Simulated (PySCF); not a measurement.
# SrS: frontier orbitals

TPSS at R = 2.422 Å; PySCF, spin-free X2C with a Gaussian nucleus, basis sets Sr x2c-TZVPPall, S x2c-TZVPPall. State: ¹Σ⁺ (singlet), closed shell. Only the outer orbitals are listed, counted within each symmetry.

| orbital | occ. | ε (eV) | on Sr (%) | main shells (%) |
| --- | --- | --- | --- | --- |
| 10σ | 2 | -40.27 | 99 | 99 Sr s |
| 5π | 2 | -22.21 | 100 | 100 Sr p |
| 5π | 2 | -22.21 | 100 | 100 Sr p |
| 11σ | 2 | -22.09 | 96 | 96 Sr p |
| 12σ | 2 | -13.48 | 8 | 92 S s |
| 13σ | 2 | -4.21 | 27 | 71 S p, 15 Sr s, 10 Sr d |
| 6π | 2 | -3.95 | 20 | 80 S p, 15 Sr d |
| 6π | 2 | -3.95 | 20 | 80 S p, 15 Sr d |
| 14σ | 0 | -2.55 | 91 | 68 Sr s, 16 Sr p, 9 S p |
| 7π | 0 | -1.06 | 99 | 68 Sr p, 31 Sr d |
| 7π | 0 | -1.06 | 99 | 68 Sr p, 31 Sr d |

**Question.** Which are the highest filled and the lowest empty level, where do they sit, and how wide is the gap?

**Answer.** Highest filled 6π at -3.95 eV (in %: 80 S p, 15 Sr d); lowest empty 14σ at -2.55 eV (in %: 68 Sr s, 16 Sr p, 9 S p); the gap at TPSS is 1.40 eV.

- bond order (Mayer): 2.21
- ⟨S²⟩: 0.000
- charge on Sr (Mulliken, basis-dependent): 0.59
- charge on Sr (Löwdin, basis-dependent): 0.00
- dipole moment (positive dipole means Sr(−)S(+)): -9.87 D
